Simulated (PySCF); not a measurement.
# Magnetisability: `CCc1c(C)nnn1C`, C₆H₁₁N₃

Molfile (atoms numbered from 1):
```
C6H11N3
     RDKit          3D

 20 20  0  0  0  0  0  0  0  0999 V2000
   -1.6342   -1.3922    0.2211 C   0  0  0  0  0  0  0  0  0  0  0  0
   -0.8307   -0.6074   -0.8192 C   0  0  0  0  0  0  0  0  0  0  0  0
    0.2194    0.2220   -0.1743 C   0  0  0  0  0  0  0  0  0  0  0  0
    0.2010    1.5219    0.3061 C   0  0  0  0  0  0  0  0  0  0  0  0
   -0.8970    2.5219    0.2869 C   0  0  0  0  0  0  0  0  0  0  0  0
    1.4143    1.7818    0.8343 N   0  0  0  0  0  0  0  0  0  0  0  0
    2.1625    0.7505    0.7159 N   0  0  0  0  0  0  0  0  0  0  0  0
    1.4735   -0.2136    0.1132 N   0  0  0  0  0  0  0  0  0  0  0  0
    2.0737   -1.4826   -0.1694 C   0  0  0  0  0  0  0  0  0  0  0  0
   -2.1044   -0.7106    0.9256 H   0  0  0  0  0  0  0  0  0  0  0  0
   -0.9905   -2.0683    0.7799 H   0  0  0  0  0  0  0  0  0  0  0  0
   -2.4101   -1.9777   -0.2657 H   0  0  0  0  0  0  0  0  0  0  0  0
   -1.5049    0.0514   -1.3708 H   0  0  0  0  0  0  0  0  0  0  0  0
   -0.3733   -1.3008   -1.5294 H   0  0  0  0  0  0  0  0  0  0  0  0
   -1.6781    2.2469    0.9957 H   0  0  0  0  0  0  0  0  0  0  0  0
   -0.4978    3.4925    0.5657 H   0  0  0  0  0  0  0  0  0  0  0  0
   -1.3425    2.5837   -0.7052 H   0  0  0  0  0  0  0  0  0  0  0  0
    2.1068   -1.6623   -1.2461 H   0  0  0  0  0  0  0  0  0  0  0  0
    1.5188   -2.2907    0.3097 H   0  0  0  0  0  0  0  0  0  0  0  0
    3.0882   -1.4556    0.2231 H   0  0  0  0  0  0  0  0  0  0  0  0
  1  2  1  0
  2  3  1  0
  3  4  2  0
  4  5  1  0
  4  6  1  0
  6  7  2  0
  7  8  1  0
  8  9  1  0
  8  3  1  0
  1 10  1  0
  1 11  1  0
  1 12  1  0
  2 13  1  0
  2 14  1  0
  5 15  1  0
  5 16  1  0
  5 17  1  0
  9 18  1  0
  9 19  1  0
  9 20  1  0
M  END
```

Computed, not measured: GIAO PBE0/pcSseg-1 magnetisability, rotational g tensor and spin-rotation constants, non-relativistic, gas phase (PySCF). Geometry: GFN2-xTB.

Q: What are the magnetisability and the molar susceptibility?

A: Isotropic -1407 × 10⁻³⁰ J/T², or -84.7 × 10⁻⁶ cm³/mol; principal values -1910, -1164, -1145 × 10⁻³⁰ J/T², anisotropy 755 × 10⁻³⁰ J/T² (root of half the summed squared differences of the principal values). The susceptibility is in cgs units.

Q: Split it along the inertial axes a, b, c into diamagnetic and paramagnetic parts about the centre of mass, with the quadrupole moment.

A: 
| axis | χ (10⁻⁶ cm³/mol) | diamagnetic (10⁻⁶ cm³/mol) | paramagnetic (10⁻⁶ cm³/mol) | summed x² of all electrons (Å²) | quadrupole Θ (D Å) |
| --- | --- | --- | --- | --- | --- |
| a | -71.1 | -764.7 | 693.6 | 161.1 | -2.68 |
| b | -71.6 | -800.5 | 728.9 | 152.6 | +3.51 |
| c | -111.4 | -1330.8 | 1219.3 | 27.6 | -0.83 |

Anisotropies 2χaa − χbb − χcc = +40.9 and 2χbb − χaa − χcc = +39.3 × 10⁻⁶ cm³/mol. Θ is traceless in Buckingham's convention.

Q: And the rotational g tensor?

A: 
```csv
axis,rotational constant (GHz),g,nuclear part,electronic part
a,1.9318,-0.0227,0.6068,-0.6295
b,1.8227,-0.0241,0.6001,-0.6241
c,1.0234,+0.0069,0.5931,-0.5862
```
Asymmetric top; isotopes 12C, 1H, 14N; no vibrational averaging.
